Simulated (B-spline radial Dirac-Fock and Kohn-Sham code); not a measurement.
Anomalous scattering factors of Mg, 664.2 eV to 3.877 keV

Model: the dispersion relation over Dirac-Hartree-Slater subshell photoionisation cross sections, with the Kissel-Pratt high-energy constant (isolated atom, no bound-bound lines or fine structure). Program: an atomic code on a B-spline grid. The forward scattering factor is f₀ + f′ + i f″.

Input file task.json (cfg lists n, l and occupation; rrms is the nuclear radius in fm):

```json
{"items": [{
  "Z": 12,
  "q": 0,
  "cfg": [[1, 0, 2], [2, 0, 2], [2, 1, 6], [3, 0, 2]],
  "A": 24,
  "rrms": 3.057,
  "do": "dispersion",
  "hv": [664.2, 917.9, 1000.0, 1084.0, 1253.6, 1262.0, 1304.0, 1429.0, 1486.9, 1549.0, 1609.0, 2000.0, 2261.0, 2339.0, 2707.0, 2883.0, 2984.4, 3877.0, 4000.0, 4089.0, 4489.0, 4510.9, 5184.0, 5414.7, 6000.0, 6403.9, 6930.3, 7093.0, 7109.0, 8047.8, 9197.0, 9251.7, 9358.0, 12000.0, 15000.0, 17479.3, 22162.9, 24209.8, 30000.0, 30110.0, 40000.0, 40880.0, 48410.0, 54650.0],
  "edges": {"K": 1303.0, "L1": 88.6}
}]}
```

Command: `python xray2_run.py task.json out`

Edges near this range: K 1303.0 eV.

```
hν (eV)  λ (Å)  f′ (e)  f″ (e)  tabulated f′  tabulated f″
  664.2  18.67  -1.253   1.028             –          0.92
  917.9  13.51  -1.711   0.611             –          0.55
   1000  12.40  -1.925   0.530         -1.95          0.48
   1084  11.44  -2.222   0.464         -2.25          0.42
 1253.6  9.890  -3.748   0.363         -3.99          0.33
   1262  9.824       ?       ?             ?             ?
   1304  9.508  -8.358   4.124         -5.73          0.53
   1429  8.676  -2.010   3.809         -1.91          3.90
 1486.9  8.338  -1.488   3.581         -1.41          3.68
   1549  8.004  -1.098   3.365         -1.05          3.43
   1609  7.706  -0.821   3.175         -0.79          3.19
   2000  6.199   0.026   2.265          0.03          2.18
   2261  5.484   0.231   1.858          0.23          1.79
   2339  5.301   0.268   1.757          0.26          1.70
   2707  4.580   0.368   1.374          0.36          1.34
   2883  4.301   0.387   1.233          0.38          1.20
 2984.4  4.154   0.393   1.162          0.39          1.13
   3877  3.198   0.377   0.730          0.37          0.70
```

Task: What are f′ and f″ at 1262 eV?

Result: f′ = -3.955 and f″ = 0.359 electrons (tables: -4.27 and 0.32). By the optical theorem f″ corresponds to a photoabsorption cross section 2 rₑ λ f″ = 19900 b.

Tabulated f′: xraylib 4.2 anomalous scattering factors (Cullen et al., EPDL97); f″: Chantler's tables (J. Phys. Chem. Ref. Data 1995 and 2000). Both are theoretical tables.

Values without a named source are computed, but for edge energies of neutral atoms, which are taken from tables.
